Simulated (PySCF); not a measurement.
Cl₂HSb. Atoms are numbered in the order given.

```xyz
4

Sb    -0.0369    -0.6039     0.0000
H      1.6758    -0.7915     0.0000
Cl     0.0060     0.9291     1.8066
Cl     0.0060     0.9291    -1.8066
```
Charge 0, spin multiplicity 1.

Geometry: B3LYP-D3(BJ)/def2-TZVP. The def2 effective core potentials stand for the cores of Sb; spin–orbit coupling is left out.

These are PySCF with B3LYP-D3(BJ)/def2-TZVP values and carry that method's errors.

Frequencies are harmonic and unscaled.

### Question
Estimate the vibrational spectrum. (Estimate from the structure and the level; the computed values follow.)

### Answer

| mode | ν (cm⁻¹) | IR (km/mol) | moving atoms (share of kinetic energy) |
|---|---|---|---|
| 1 | 120 | 1.8 | Cl 84 %, Sb 16 % |
| 2 | 344 | 74.5 | Cl 75 %, Sb 25 % |
| 3 | 358 | 30.3 | Cl 79 %, Sb 21 % |
| 4 | 620 | 14.4 | H 96 % |
| 5 | 631 | 14.4 | H 98 % |
| 6 | 1909 | 164.1 | H 99 % |
